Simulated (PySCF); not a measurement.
Predicted microwave data (PySCF 2.14.0, PBE0-D3(BJ)/def2-SVP geometry optimisation, gas phase) for one isomer of C3H5BF2O:

```
Rotational constants : A = 6399, B = 1383, C = 1232 MHz
Dipole components    : |μa| = 0.22 D, |μb| = 0.33 D, |μc| = 0.24 D
Inertial defect      : -34.23 u·Å²
κ                    : -0.94
```

Task: Which structure is it? (One computed conformer of each.)
A. `[CH2:1]=[C:2]([O:3][CH3:4])[B:5]([F:6])[F:7]` with C1–C2–O3–C4 2°
B. `[O:1]=[CH:2][CH2:3][CH2:4][B:5]([F:6])[F:7]` with O1–C2–C3–C4 -12°, C2–C3–C4–B5 23°, C3–C4–B5–F6 -130°
C. `[F:1][B:2]([F:3])[CH2:4][C@@H:5]1[CH2:6][O:7]1` with F1–B2–C4–C5 -5°, B2–C4–C5–C6 -91°

Result: C. It is FB(F)C[C@@H]1CO1, a near-prolate asymmetric top, point group C1. The candidates at the same level (rigid rotor, commonest isotopes):

```csv
SMILES,A (MHz),B (MHz),C (MHz),μa (D),μb (D),μc (D),Δ (u·Å²),point group,rotor
FB(F)C[C@@H]1CO1,6399,1383,1232,0.22,0.33,0.24,-34.23,C1,near-prolate asymmetric top
C=C(OC)B(F)F,4818,1785,1314,2.45,1.05,0.01,-3.38,near Cs,asymmetric top
O=CCCB(F)F,4121,2277,2112,5.49,0.58,0.15,-105.29,C1,asymmetric top
```

`O=CCCB(F)F` has C 71 % too high; `C=C(OC)B(F)F` has B 29 % too high. No structure here is proved a minimum.
